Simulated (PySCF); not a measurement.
Ga₂H₄, SMILES [GaH2][GaH2]. Geometry: PBE0-D3(BJ)/def2-TZVP.

PySCF 2.14.0 with TDA-B3LYP/def2-SVPD puts the lowest singlet excitations at 3.70, 3.70, 4.88, 4.95, 5.33, 5.40 eV.

Q: What are the lowest excitation roots from ADC(2)/aug-cc-pVDZ (PySCF)? (An estimate is asked for; the answer gives what the named calculation found.)

A: 4.01, 4.01, 5.38, 5.44, 6.60, 6.60 eV. S1 differs by 0.30 eV (second minus first; roots are paired by order, and the bases may differ).
